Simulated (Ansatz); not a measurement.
C$_{2}$H$_{12}$AlNSi (`[CH3][AlH-]([CH3])[NH2+][SiH3]`) at its PBE0-D4/def2-TZVP geometry, where that method's forces vanish. Charge 0, multiplicity 1.

```xyz
17

C     1.4152   -1.4018   -1.0012
Al    1.1235    0.0217    0.3390
C     0.7342    1.8460   -0.3204
N    -0.7216   -0.5910    1.1170
Si   -2.1412    0.0061    0.2172
H     1.4651   -2.4027   -0.5568
H     0.6396   -1.4238   -1.7755
H     2.3665   -1.2535   -1.5242
H     1.9690   -0.0742    1.7076
H     0.3556    2.5187    0.4567
H     1.6662    2.2947   -0.6845
H     0.0323    1.8831   -1.1609
H    -0.7218   -0.2896    2.0875
H    -0.6611   -1.6056    1.1280
H    -3.3487   -0.7551    0.6294
H    -1.8767   -0.2069   -1.2204
H    -2.2961    1.4339    0.5616
```

**Question.** What forces (eV/Å) does B3LYP-D4/def2-TZVPP give on these atoms in Ansatz? (An estimate is asked.)

**Answer.** Computed: 
```
C1   0.021 -0.034 -0.050
Al2  0.130 -0.001  0.120
C3   0.018  0.063 -0.030
N4   0.030 -0.036  0.050
Si5 -0.211  0.064 -0.108
H6  -0.007  0.034 -0.027
H7   0.037 -0.009  0.031
H8  -0.038 -0.018  0.012
H9  -0.043  0.010 -0.089
H10  0.010 -0.022 -0.042
H11 -0.045 -0.004  0.011
H12  0.033  0.008  0.043
H13  0.004 -0.029 -0.005
H14 -0.002  0.013  0.027
H15  0.080  0.053 -0.030
H16 -0.026  0.018  0.114
H17  0.008 -0.110 -0.028
```

B3LYP here is the variant with VWN-RPA as its local correlation; programs differ in this.
